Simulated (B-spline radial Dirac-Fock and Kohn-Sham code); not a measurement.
**Binding energies of Ir⁴⁺ in different valence configurations**

These are calculated numbers from a radial atomic solver; the model is Dirac-Fock energy differences between relaxed states, corrected for Breit and QED terms. Correlation and solid-state effects are left out.

Reference: the tabulated ground configuration [Xe] 4f14 5d5, with 1s 76169.1 eV, 2s 13487.9 eV, 2p3/2 11277.5 eV, 3s 3241.2 eV, 3p3/2 2618.1 eV, 3d5/2 2103.0 eV, Kα1 64891.6 eV, Kβ1 73550.9 eV, Lα1 9174.4 eV, Lβ2 10917.2 eV.

Shifts from the reference in eV.

```
    configuration  average energy     1s      2s   2p3/2      3s   3p3/2   3d5/2    Kα1    Kβ1    Lα1    Lβ2
[Xe] 4f14 5d4 6p1          +19.45  +6.29   +6.50   +6.51   +6.40   +6.40   +6.39  -0.22  -0.12  +0.11  +0.29
[Xe] 4f14 5d3 6s2          +21.40  +9.81  +10.35  +10.26  +10.13  +10.02  +10.00  -0.45  -0.20  +0.26  +0.64
[Xe] 4f14 5d4 6s1           +9.60  +4.79   +5.07   +5.05   +4.96   +4.93   +4.93  -0.26  -0.15  +0.12  +0.29
```
